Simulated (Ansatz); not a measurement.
Coupled-cluster diagnostics for the cluster Ti2O4⁺, Ansatz.

Geometry of the doublet (r2SCAN-D4/def2-SVP):

```
atom   x (Å)   y (Å)   z (Å)
 Ti1  -1.031  -0.591   0.466
 Ti2   0.586   0.255  -1.105
  O3   0.241   0.292   1.469
  O4  -1.141   0.695  -0.800
  O5   1.173   0.780   0.563
  O6   0.171  -1.429  -0.593
```

Correlated methods freeze 14 core orbitals; core or outer-core shells of Ti are correlated, in sets that lack core-valence functions. In CCSD on the charge 1 doublet the largest single amplitude is 0.16, so its Hartree–Fock determinant may place the open shell otherwise than the density functionals do. The structure holds 1 bond(s) between oxygen atoms. No other spin state of charge 1 was run. Another isomer (doublet) lies 1.28 eV lower at PBE0-D4/def2-TZVP; other spin states weren't run for this one.

Question: Estimate the CCSD(T) correlation energy, the shares of MP2 and (T), T1 and the reference's ⟨S²⟩ for: charge 1, doublet, own geometry in def2-SVP; and the rough time on 4 threads of Arm Neoverse V2 on a shared host.

Answer: 
```csv
state,basis,correlation (eV),MP2 share (%),(T) share (%),T1,⟨S²⟩ (pure),wall time
"charge 1, doublet, own geometry",def2-SVP,-38.451,95.4,6.7,0.049,0.77 (0.75),2.1 min
```
Customary marks for T1 are 0.02 (closed shells), 0.045 (open shells) and about 0.05 (3d metals). T1 exceeds 0.02 in 1 of 1 rows and 0.045 in 1; the higher it lies, the less the single-reference result can be trusted.
